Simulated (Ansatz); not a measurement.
Basis-set extrapolation for C₁₄H₁₄, SMILES `c1ccc(CCc2ccccc2)cc1` (PBE0-D4/def2-TZVP geometry, frozen core, Ansatz 0.2.0). Multiplicity 1, RHF reference.

```csv
,def2-TZVPP,def2-QZVPP
HF,-538.506199,-538.528571
MP2 correlation,-2.236097,-2.375827
CCSD(T) correlation,-2.409447,not run
```

Energies in hartree. Use E(X) = E(∞) + A·exp(−7.88·√X) for Hartree–Fock and E(X) = E(∞) + B·X^(−2.97) for correlation, with X = 3 and 4, and add CCSD(T) minus MP2 of the smaller set to the MP2 limit.

Q: What is the CCSD(T) energy at the basis-set limit?

A: HF limit: -538.528571 + (-0.022372) × 0.13774 = -538.53165. MP2 limit: -2.375827 + (-0.139730) × 0.74074 = -2.47933. Higher-order term: -2.409447 − (-2.236097) = -0.17335. Total: -541.18433 hartree, 7.31 eV below CCSD(T)/def2-TZVPP.
